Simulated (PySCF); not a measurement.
Fill in the blanks.

Species: Si(vinyl)2(OSiMe3)2, C₁₀H₂₄O₂Si₃.
SMILES: `C=C[Si](C=C)(O[Si](C)(C)C)O[Si](C)(C)C`

```csv
property,level,value
point group,PBE0-D3(BJ)/def2-SVP,?
"rotational constants A, B, C",PBE0-D3(BJ)/def2-SVP,"0.467, 0.344, 0.272 GHz"
dipole moment,PBE0/pcSseg-1,?
HOMO energy,PBE0/pcSseg-1,-7.71 eV
LUMO energy,PBE0/pcSseg-1,?
13C chemical shifts (computed TMS as zero) by class,GIAO PBE0/pcSseg-1,"145.3 (2 C), 144.2 (2 C), 2.5 (6 C) ppm"
1H chemical shifts (computed TMS as zero) by class,GIAO PBE0/pcSseg-1,?
"isotropic shieldings of nuclei other than C and H, by class",GIAO PBE0/pcSseg-1,"242 (2 O), 334 (2 Si), 391 (1 Si) ppm"
```

Gas-phase values; electronic properties from PySCF, density fitting. The structure is a single PBE0-D3(BJ)/def2-SVP conformer in the gas phase; no vibrational or solvent corrections. NMR classes are plain means over equivalent atoms (diastereotopic ones count apart unless rotation or inversion swaps them), as if these changed places fast; in this geometry the members of some classes differ.

(1) What is the LUMO energy?

(2) What is the point group?

(3) Give the 1H chemical shifts (computed TMS as zero) by class.

(4) What is the dipole moment?

Answers

(1) -0.39 eV.

(2) C1.

(3) 6.48 (1 H), 6.27 (2 H), 6.23 (1 H), 6.21 (2 H), 0.19 (18 H) ppm.

(4) 1.03 D.

A dipole of 1.03 D is allowed in C1, and pure rotational transitions are dipole-allowed. With B = h/(8π²I), that is 505.379 GHz u Å² over I, the principal moments of inertia are 1083.0, 1470.6 and 1855.2 u Å² (most abundant isotopes); the inertial defect Ic − Ia − Ib is -698.4 u Å² (zero for a rigid planar frame, negative otherwise). The dipole matches unit charges of opposite sign 0.21 Å apart (1 e·Å = 4.8032 D). The rotational constants make it an asymmetric top with κ = (2B − A − C)/(A − C) = -0.3, nearer the prolate limit (−1).

Dipole moments in a basis without diffuse functions can be off by tens of per cent, above all for small hydrides.
